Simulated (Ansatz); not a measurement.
CH7B2ClSi can be A, `CBB([SiH3])Cl`, or B, `CB(Cl)B[SiH3]`.

Program: Ansatz. Geometries: PBE0-D4/def2-TZVP. ΔE: electronic, gas phase. CCSD(T)/CBS is the MP2 limit (def2-TZVPP, def2-QZVPP) plus CCSD(T) − MP2 in def2-TZVPP, frozen cores. Functionals use def2-TZVPP. B3LYP here is the variant with VWN-RPA as its local correlation; programs differ in this. One conformer a species, not always the lowest.

Question: Which isomer does CCSD(T)/CBS put lower? Give the gap. (Estimate.)

Answer: Ansatz gave: B, by 2.9 kcal/mol.

Question: Give E(B) − E(A) in kcal/mol with B2PLYP, B3LYP-D4, PBE0-D4, CCSD/def2-TZVPP, ωB97M-V, HF/def2-TZVPP, CCSD(T)/def2-TZVPP. (Best estimate.)

Answer: The calculation gave: B2PLYP -2.8, B3LYP-D4 -2.8, PBE0-D4 -2.9, CCSD/def2-TZVPP -3.0, ωB97M-V -3.0, HF/def2-TZVPP -3.0, CCSD(T)/def2-TZVPP -3.0. None reverses the order clearly.

Largest T1 diagnostic: 0.013.
